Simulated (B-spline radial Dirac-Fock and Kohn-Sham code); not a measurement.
Z = 37 (rubidium), transition energy 20.1 keV. Model: a Dirac-Hartree-Slater potential of the neutral atom with a Latter tail (no hole, which puts coefficients of high multipoles low close above an edge), finite nucleus with surface currents. Program: a radial atomic solver. Subshells that would emit electrons below 1 keV are left out.

Q: A pure transition shows α(K) = 829, L1/L2 = 0.00472 and L1/L3 = 0.00290. What is its multipolarity?
A. E4
B. M4
C. M1
D. M3
E. E3
F. E2
G. E1
H. M2

A: E. For comparison, α(K), L1/L2, L1/L3 are E1 8.08, 4.35, 2.50; E2 105, 0.154, 0.0921; E4 5990, 0.00196, 0.00122; M1 13.2, 13.7, 40.5; M2 563, 10.6, 2.88; M3 8090, 7.43, 0.508; M4 83400, 5.55, 0.213.

Values without a named source are computed, but for edge energies of neutral atoms, which are taken from tables.
